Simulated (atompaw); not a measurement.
# Building the PAW (atompaw) potential for Dy (Z = 66) (PBEsol, scalar-relativistic).

atompaw 4.2.0.5 was run on this input:

```
Dy 66
GGA-PBESOL scalarrelativistic loggrid 2001 logderivrange -3 5 201
6 6 5 4 0 0
6 0 0
6 1 0
5 2 0
4 3 10
0 0 0
c
c
c
c
c
v
c
c
c
c
v
c
c
v
v
3
3.00 2.70 2.00 2.75
y
0.7
n
y
-0.35
n
y
-0.1
n
y
0.3
n
custom polynom vanderbiltortho sinc
bessel
3.00
3.00
3.00
3.00
3.00
3.00
0.85
0.85
PWSCFOUT
UPFDX 0.0125d0 UPFXMIN -7.d0 UPFZMESH 66.d0
END
```

Command:

```bash
atompaw < Dy.input > Dy.log
```

Output (summary file):

```
Completed calculations for Dy (AE)

 Exchange-correlation type: GGA, Perdew-Burke-Ernzerhof modified (PBEsol)

 Radial integration grid is logarithmic
 r0 =   1.0276580E-04 h =   6.7825429E-03   n =      2001 rmax =   8.0000000E+01

 Scalar relativistic calculation

 AEatom converged in  35 iterations
   nz     =  66.00
   delta  =       5.057961367800E-17

 All Electron Orbital energies:
  n  l      occupancy      energy
  1  0      2.0000000E+00 -3.9435755E+03
  2  0      2.0000000E+00 -6.5757228E+02
  3  0      2.0000000E+00 -1.4714261E+02
  4  0      2.0000000E+00 -2.9903280E+01
  5  0      2.0000000E+00 -4.6359789E+00
  6  0      0.0000000E+00 -1.0533362E+00
  2  1      6.0000000E+00 -5.8361255E+02
  3  1      6.0000000E+00 -1.2444264E+02
  4  1      6.0000000E+00 -2.2431311E+01
  5  1      6.0000000E+00 -2.8972220E+00
  6  1      0.0000000E+00 -7.3330404E-01
  3  2      1.0000000E+01 -9.5250934E+01
  4  2      1.0000000E+01 -1.2261159E+01
  5  2      0.0000000E+00 -9.9154253E-01
  4  3      1.0000000E+01 -1.2571227E+00

 Total energy
   Total                    :   -24305.17443028333946

 ---
 Completed calculations for Dy (SC)

 Exchange-correlation type: GGA, Perdew-Burke-Ernzerhof modified (PBEsol)

 Radial integration grid is logarithmic
 r0 =   1.0276580E-04 h =   6.7825429E-03   n =      2001 rmax =   8.0000000E+01

 Scalar relativistic calculation

 SCatom converged in   4 iterations
   nz     =  66.00
   delta  =       9.451198640054E-17

 Valence Electron Orbital energies:
  n  l      occupancy      energy
   6  0      0.0000000E+00 -1.0533362E+00
   6  1      0.0000000E+00 -7.3330404E-01
   5  2      0.0000000E+00 -9.9154253E-01
   4  3      1.0000000E+01 -1.2571227E+00

 Total energy
   Total                    :   -24305.17443028032358
   Valence                  :     -601.51199832674843

 PAW parameters:
       lmax =            3
         rc =    3.0018924647753131
        irc =         1517
   rc_shape =    2.7114975976617850
    rc_vloc =    2.0118526885298591
    rc_core =    2.7672373984851046
   Vloc: truncated form - Vps(r)=A.sin(qr)/r for r<rc
   Projector type: polynomial pseudization + Vanderbilt ortho.
   Sinc^2 compensation charge shape zeroed at   2.7115E+00

 Number of basis functions     8
 No.   n  nodes  l      Energy         Cp coeff         Occ
  1    6    5    0   -0.1053336E+01  0.3245476E+02  0.0000000E+00
  2  999    6    0    0.7000000E+00  0.1129019E+00  0.0000000E+00
  3    6    4    1   -0.7333040E+00  0.1000517E+04  0.0000000E+00
  4  999    5    1   -0.3500000E+00  0.1380288E+03  0.0000000E+00
  5    5    2    2   -0.9915425E+00 -0.6317369E+02  0.0000000E+00
  6  999    3    2   -0.1000000E+00 -0.3273295E+01  0.0000000E+00
  7    4    0    3   -0.1257123E+01 -0.1326702E+01  0.1000000E+02
  8  999    1    3    0.3000000E+00 -0.9187464E+01  0.0000000E+00

 Eigenvalues of overlap operator (in the basis of projectors):
    1        1.08191819E-02
    2        3.04854399E-01
    3        1.73529930E+00
    4        5.35991267E+00
    5        4.05183620E+01
    6        6.38624063E+01
    7        1.28598561E+02
    8        2.93461873E+03

 Orbital leakage outside PAW augmentation regions
   orb  is_core?  %out_of_sphere
   1 0    T           0.00
   2 0    T           0.00
   3 0    T           0.00
   4 0    T           0.00
   5 0    T           0.22
   6 0    F          62.03
   2 1    T           0.00
   3 1    T           0.00
   4 1    T           0.00
   5 1    T           1.52
   6 1    F          83.08
   3 2    T          -0.00
   4 2    T           0.00
   5 2    F          25.24
   4 3    F           0.59

 Summary of PAW energies
   Total valence energy     :   -601.51199858341533
   Smooth energy            :    153.99289920294240
   One center               :   -755.50489778635767
   Smooth kinetic           :    180.84773109140974
   Vloc energy              :    -18.26005272994217
   Smooth exch-corr         :    -13.15518981734265
   One-center xc            :   -504.21371281867852
```

Note: ghost states, extra bound levels that the all-electron valence spectrum of the same l lacks: s at -87.8 eV, p at -38.4 eV. A true bound ghost makes a file unfit for plane-wave use.

The run took about 6.7 s on one core of a shared server CPU.
